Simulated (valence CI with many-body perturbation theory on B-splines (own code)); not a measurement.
## E1 line list for Lu³⁸⁺

Level of theory: relativistic CI+MBPT: five valence electrons over a frozen Dirac-Fock core [Ar] 3d10, a basis of 9 s, 9 p, 8 d, 6 f, 3 g, 1 h functions for each j, with the one-electron correlation potential Σ1 (screened to all orders), the two-electron term Σ2, the three-electron term Σ3, Breit, model QED; selected single and double excitations, second order for the rest (own B-spline code, finite nucleus).

The last digits are not significant, and no measured levels were compared; by estimate large intervals hold to a few tenths of a per cent, small ones and those within an open d or f shell to about a per cent. Among the levels kept, up to 300 cm⁻¹ of a level comes from second order outside the variational space, and about a tenth of that is noise between levels of different J, which matters for small intervals.

Lines 151 to 200 of 222 in falling wavelength, among levels below 2697400 cm⁻¹, chosen from the strongest by gf and those to the six lowest levels. Wavelengths and rates use the calculated energies. Electric multipoles are in the length gauge, E1 and E2 with the static RPA response of the core. Weak lines are less certain than strong ones. Lines between different terms over intervals too small for the method are left out, as are lines whose strength nearly cancels. Where a level lies close to another of its J and parity, the split of strength between their lines is uncertain. The highest levels of a list are the least certain.

Levels are named by their leading jj configuration (3d3/2^4 stands for four electrons in 3d with j = 3/2), which in mixed levels can hold well under half, so a name can repeat and another be missing. Letters in brackets count levels of one name in rising energy.

```csv
λ vac (nm),Upper,Lower,A (s⁻¹),S (a.u.) with core polarisation,S without
7.296,(4s^2 4p1/2^2 4d5/2) J=5/2,(4s^2 4p1/2^2 4p3/2) J=3/2,2.60e+11,2.99e-01,3.16e-01
7.294,(4s 4p1/2^2 4p3/2 4d3/2) J=3/2 [b],(4s^2 4p1/2^2 4d3/2) J=3/2,1.38e+11,1.06e-01,1.12e-01
7.289,(4s 4p1/2^2 4p3/2 4d5/2) J=3/2,(4s 4p1/2^2 4p3/2^2) J=5/2,8.58e+10,6.56e-02,6.96e-02
7.239,(4s 4p1/2^2 4p3/2 4d3/2) J=5/2 [b],(4s^2 4p1/2^2 4d3/2) J=3/2,2.78e+10,3.12e-02,3.36e-02
7.230,(4s^2 4p1/2 4p3/2 4d5/2) J=5/2 [b],(4s^2 4p1/2 4p3/2^2) J=5/2,6.94e+09,7.76e-03,8.26e-03
7.226,(4s^2 4p1/2 4p3/2 4d5/2) J=7/2 [b],(4s^2 4p1/2 4p3/2^2) J=5/2,3.73e+11,5.56e-01,5.88e-01
7.140,(4s^2 4p1/2 4p3/2 4d5/2) J=3/2 [b],(4s^2 4p1/2 4p3/2^2) J=3/2,3.01e+11,2.16e-01,2.29e-01
7.094,(4s 4p1/2^2 4p3/2^2) J=1/2,(4s^2 4p1/2^2 4p3/2) J=3/2,1.70e+11,5.98e-02,6.35e-02
7.084,(4s^2 4p1/2 4p3/2 4d5/2) J=3/2 [c],(4s^2 4p1/2 4p3/2^2) J=5/2,1.91e+11,1.34e-01,1.42e-01
7.056,(4s^2 4p3/2^2 4d5/2) J=3/2,(4s^2 4p3/2^3) J=3/2,6.05e+11,4.19e-01,4.44e-01
7.047,(4s^2 4p1/2^2 4f5/2) J=5/2,(4s 4p1/2^2 4p3/2^2) J=5/2,4.26e+09,4.41e-03,4.71e-03
7.031,(4s^2 4p1/2 4p3/2 4d5/2) J=1/2,(4s^2 4p1/2 4p3/2^2) J=3/2,2.64e+11,9.05e-02,9.59e-02
7.020,(4s^2 4p1/2 4p3/2 4d5/2) J=5/2 [b],(4s^2 4p1/2 4p3/2^2) J=3/2,4.89e+11,5.01e-01,5.30e-01
7.004,(4s 4p1/2^2 4p3/2^2) J=3/2,(4s^2 4p1/2^2 4p3/2) J=3/2,3.46e+11,2.35e-01,2.49e-01
7.004,(4s^2 4p1/2 4p3/2 4d5/2) J=5/2 [c],(4s^2 4p1/2 4p3/2^2) J=5/2,5.14e+11,5.23e-01,5.54e-01
6.996,(4s 4p1/2^2 4p3/2 4d5/2) J=7/2 [b],(4s 4p1/2^2 4p3/2^2) J=5/2,7.50e+10,1.01e-01,1.08e-01
6.981,(4s 4p1/2 4p3/2^3) J=3/2,(4s^2 4p1/2 4p3/2^2) J=1/2,2.58e+11,1.73e-01,1.84e-01
6.940,(4s 4p1/2^2 4p3/2 4d3/2) J=1/2 [b],(4s^2 4p1/2^2 4d3/2) J=3/2,3.16e+11,1.04e-01,1.11e-01
6.904,(4s 4p1/2 4p3/2^3) J=1/2,(4s^2 4p1/2 4p3/2^2) J=1/2,7.13e+11,2.32e-01,2.45e-01
6.903,(4s^2 4p3/2^2 4d5/2) J=5/2 [b],(4s^2 4p3/2^3) J=3/2,8.66e+11,8.43e-01,8.92e-01
6.882,(4s^2 4p1/2 4p3/2 4d5/2) J=3/2 [c],(4s^2 4p1/2 4p3/2^2) J=3/2,1.40e+11,8.99e-02,9.53e-02
6.818,(4s 4p1/2^2 4p3/2 4d5/2) J=5/2,(4s^2 4p1/2^2 4d3/2) J=3/2,9.30e+08,8.73e-04,9.25e-04
6.806,(4s^2 4p1/2 4p3/2 4d5/2) J=5/2 [c],(4s^2 4p1/2 4p3/2^2) J=3/2,1.05e+11,9.78e-02,1.03e-01
6.761,(4s 4p1/2^2 4p3/2 4d5/2) J=3/2,(4s^2 4p1/2^2 4d3/2) J=3/2,1.04e+10,6.35e-03,6.77e-03
6.736,(4s 4p1/2 4p3/2^3) J=3/2,(4s^2 4p1/2 4p3/2^2) J=5/2,4.39e+11,2.65e-01,2.81e-01
6.554,(4s 4p1/2 4p3/2^3) J=3/2,(4s^2 4p1/2 4p3/2^2) J=3/2,2.52e+10,1.40e-02,1.49e-02
6.552,(4s^2 4p1/2^2 4f5/2) J=5/2,(4s^2 4p1/2^2 4d3/2) J=3/2,5.18e+11,4.32e-01,4.56e-01
6.485,(4s 4p1/2 4p3/2^3) J=1/2,(4s^2 4p1/2 4p3/2^2) J=3/2,1.52e+11,4.10e-02,4.36e-02
5.817,(4s^2 4p1/2 4p3/2 4d3/2) J=3/2 [a],(4s^2 4p1/2^2 4p3/2) J=3/2,3.17e+10,1.23e-02,1.31e-02
5.816,(4s^2 4p1/2 4p3/2 4d3/2) J=5/2 [a],(4s^2 4p1/2^2 4p3/2) J=3/2,2.03e+09,1.19e-03,1.25e-03
5.805,(4s^2 4p1/2 4p3/2 4d3/2) J=1/2 [a],(4s^2 4p1/2^2 4p3/2) J=3/2,4.68e+09,9.04e-04,9.60e-04
5.636,(4s^2 4p3/2^2 4d3/2) J=3/2 [a],(4s^2 4p1/2 4p3/2^2) J=1/2,8.23e+10,2.91e-02,3.09e-02
5.635,(4s^2 4p3/2^2 4d3/2) J=1/2,(4s^2 4p1/2 4p3/2^2) J=1/2,1.44e+10,2.54e-03,2.70e-03
5.518,(4s^2 4p3/2^2 4d5/2) J=1/2,(4s^2 4p1/2 4p3/2^2) J=1/2,2.58e+09,4.28e-04,4.51e-04
5.482,(4s^2 4p1/2 4p3/2 4d5/2) J=3/2 [a],(4s^2 4p1/2^2 4p3/2) J=3/2,7.51e+09,2.44e-03,2.59e-03
5.476,(4s^2 4p3/2^2 4d3/2) J=3/2 [a],(4s^2 4p1/2 4p3/2^2) J=5/2,2.83e+11,9.18e-02,9.75e-02
5.458,(4s^2 4p3/2^2 4d3/2) J=5/2,(4s^2 4p1/2 4p3/2^2) J=5/2,6.20e+11,2.99e-01,3.17e-01
5.411,(4s^2 4p3/2^2 4d3/2) J=7/2,(4s^2 4p1/2 4p3/2^2) J=5/2,7.90e+11,4.94e-01,5.24e-01
5.378,(4s^2 4p3/2^2 4d3/2) J=3/2 [b],(4s^2 4p1/2 4p3/2^2) J=1/2,9.76e+11,3.00e-01,3.18e-01
5.372,(4s^2 4p1/2 4p3/2 4d5/2) J=5/2 [a],(4s^2 4p1/2^2 4p3/2) J=3/2,1.13e+11,5.20e-02,5.51e-02
5.354,(4s^2 4p3/2^2 4d3/2) J=3/2 [a],(4s^2 4p1/2 4p3/2^2) J=3/2,8.59e+11,2.60e-01,2.76e-01
5.353,(4s^2 4p3/2^2 4d3/2) J=1/2,(4s^2 4p1/2 4p3/2^2) J=3/2,1.07e+12,1.62e-01,1.72e-01
5.345,(4s^2 4p1/2 4p3/2 4d3/2) J=5/2 [b],(4s^2 4p1/2^2 4p3/2) J=3/2,1.06e+12,4.81e-01,5.10e-01
5.342,(4s^2 4p3/2^2 4d5/2) J=7/2,(4s^2 4p1/2 4p3/2^2) J=5/2,2.84e+11,1.71e-01,1.81e-01
5.337,(4s^2 4p3/2^2 4d3/2) J=5/2,(4s^2 4p1/2 4p3/2^2) J=3/2,4.45e+11,2.00e-01,2.13e-01
5.327,(4s^2 4p1/2 4p3/2 4d3/2) J=3/2 [b],(4s^2 4p1/2^2 4p3/2) J=3/2,1.49e+12,4.44e-01,4.71e-01
5.317,(4s^2 4p1/2 4p3/2 4d3/2) J=1/2 [b],(4s^2 4p1/2^2 4p3/2) J=3/2,1.16e+12,1.73e-01,1.83e-01
5.247,(4s^2 4p3/2^2 4d5/2) J=1/2,(4s^2 4p1/2 4p3/2^2) J=3/2,2.13e+08,3.04e-05,3.24e-05
5.232,(4s^2 4p3/2^2 4d3/2) J=3/2 [b],(4s^2 4p1/2 4p3/2^2) J=5/2,3.39e+08,9.57e-05,1.03e-04
5.121,(4s^2 4p3/2^2 4d3/2) J=3/2 [b],(4s^2 4p1/2 4p3/2^2) J=3/2,2.42e+10,6.40e-03,6.79e-03
```
